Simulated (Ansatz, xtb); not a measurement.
Relative energy of two structures of CH3F2OSi+

Structure X: a singlet given by its coordinates. Structure Y: `CO[Si+](F)F`, a singlet. Both are isolated ions in the gas phase, relaxed with PBE0-D3(BJ)/pcseg-1; the shapes shown needn't be the lowest conformers.

X (Å):

```tsv
atom	x (Å)	y (Å)	z (Å)
C	-1.8945	0.6952	-0.8195
F	-2.8912	-1.8392	0.2757
F	-0.4598	-1.1457	1.0376
O	-2.3355	0.8539	0.6756
Si	-1.7541	-0.7565	0.2453
H	-3.2041	1.2507	0.8987
H	-1.0729	1.3898	-1.0047
H	-2.7500	0.7864	-1.4940
```

Close contacts (Å): C1–O4 1.57, C1–Si5 1.81, F2–Si5 1.57, F3–Si5 1.57, O4–Si5 1.77, C1–H7 1.09, C1–H8 1.09, O4–H6 0.98.

Y (Å):

```xyz
8

C    -0.6835   -1.5075   -0.3856
F     2.6847   -2.8201   -1.0372
F     2.8316   -2.5004    1.5717
O     0.5304   -1.8395    0.3697
Si    1.9736   -2.3749    0.2789
H    -0.5213   -1.7204   -1.4429
H    -0.8612   -0.4477   -0.2012
H    -1.4721   -2.1263    0.0431
```

Quicker runs give these differences E(Y) − E(X): GFN2-xTB −157.1 kJ/mol; HF/STO-3G −0.7 kJ/mol (at GFN2-xTB geometries); r2SCAN-D4/def2-SVP −40.4 kJ/mol (at GFN2-xTB geometries).

**Question.** Estimate E(Y) − E(X) at the level CCSD(T)/def2-SVP + ΔMP2/def2-TZVPP.

**Answer.** Calculated at CCSD(T)/def2-SVP + ΔMP2/def2-TZVPP: E(Y) − E(X) = −44.1 kJ/mol, so structure Y lies lower.

The same difference at several levels:

```csv
level,geometry,E(Y) − E(X) (kJ/mol),departure from the last row (kJ/mol),"job, with rough time for the two"
GFN2-xTB,GFN2-xTB,−157.1,−113.0,"optimisation, 0.31 s"
HF/STO-3G,GFN2-xTB,−0.7,+43.4,"single point, 0.42 s"
r2SCAN-D4/def2-SVP,GFN2-xTB,−40.4,+3.7,"single point, 3.8 s"
PBE0-D3(BJ)/pcseg-1,PBE0-D3(BJ)/pcseg-1,−27.1,+16.9,"optimisation, 1.9 min"
HF/def2-SVP,PBE0-D3(BJ)/pcseg-1,−56.7,−12.6,part of the CCSD(T) run
MP2/def2-SVP,PBE0-D3(BJ)/pcseg-1,−48.5,−4.4,part of the CCSD(T) run
CCSD(T)/def2-SVP,PBE0-D3(BJ)/pcseg-1,−44.7,−0.6,single point
CCSD(T)/def2-SVP + ΔMP2/def2-TZVPP,PBE0-D3(BJ)/pcseg-1,−44.1,,"single point, 22 s"
```

HF/STO-3G finds them nearly level. The largest departure from CCSD(T)/def2-SVP + ΔMP2/def2-TZVPP is that of GFN2-xTB, 113.0 kJ/mol. The last row adds to CCSD(T) the change of the MP2 difference between the two basis sets, here +0.6 kJ/mol.

With harmonic frequencies from PBE0-D3(BJ)/pcseg-1 (ideal gas, rigid rotor, one conformer each, 200 K, 1 atm): on the last row, ΔE + ΔZPE = −41.0 kJ/mol. A mode under 50 cm⁻¹ makes harmonic enthalpies and free energies unreliable, so none is given.

The correlated steps freeze 9 core orbitals. Run with Ansatz 0.2.0, xtb 6.7.1; the last row on 1 thread of Intel(R) Xeon(R) 6975P-C (Granite Rapids) on a shared host.
